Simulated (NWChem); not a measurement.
Molecule: C₂H₄O₃Si; SMILES C#C[Si](O)(O)O

```xyz
10

C      0.0000     0.0000    -2.6259
C      0.0000     0.0000    -1.4112
Si     0.0000     0.0000     0.4201
O     -1.4859    -0.4304     0.9833
O      0.3702     1.5020     0.9833
O      1.1157    -1.0716     0.9833
H      0.0000     0.0000    -3.6939
H     -1.8205    -1.2901     0.6925
H     -0.2070     2.2216     0.6925
H      2.0275    -0.9315     0.6925
```
Atoms are numbered in this order, from 1.

Results from NWChem. Pople sets run with spherical d functions. All runs use the structure optimised with B3LYP/6-31G* (spherical d). Vzz is the largest principal value of the second derivative of the potential at the nucleus (NWChem prints the opposite sign); η is the asymmetry. Non-relativistic.

```json
[
 {"level": "CAM-B3LYP/def2-SVP", "Vzz O6 (a.u.)": "[?]", "η O6": "0.58"},
 {"level": "Hartree-Fock/6-31G*", "Vzz O6 (a.u.)": "1.452", "η O6": "0.60"},
 {"level": "Hartree-Fock/def2-TZVP", "Vzz O6 (a.u.)": "1.469", "η O6": "0.58"}
]
```

Problem. Complete the blanks.

Solution. 
- CAM-B3LYP/def2-SVP, Vzz O6 (a.u.): 1.440
